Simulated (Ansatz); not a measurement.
Basis-set extrapolation for `F[B@H-]1[F+][B@H-](F)[F+]1` (PBE0-D4/def2-TZVP geometry, frozen core, the Gaussian-basis code of Ansatz). Multiplicity 1, RHF reference.

```json
{"": "HF", "def2-TZVPP": "-448.698160", "def2-QZVPP": "-448.718190"}
{"": "MP2 correlation", "def2-TZVPP": "-1.209969", "def2-QZVPP": "-1.319939"}
{"": "CCSD(T) correlation", "def2-TZVPP": "-1.259942", "def2-QZVPP": "not run"}
```

Energies in hartree. Use E(X) = E(∞) + A·exp(−7.88·√X) for Hartree–Fock and E(X) = E(∞) + B·X^(−2.97) for correlation, with X = 3 and 4, and add CCSD(T) minus MP2 of the smaller set to the MP2 limit.

Task: What is the CCSD(T) energy at the basis-set limit?

Result: HF limit: -448.718190 + (-0.020030) × 0.13774 = -448.72095. MP2 limit: -1.319939 + (-0.109970) × 0.74074 = -1.40140. Higher-order term: -1.259942 − (-1.209969) = -0.04997. Total: -450.17232 hartree, 562.4 kJ/mol below CCSD(T)/def2-TZVPP.
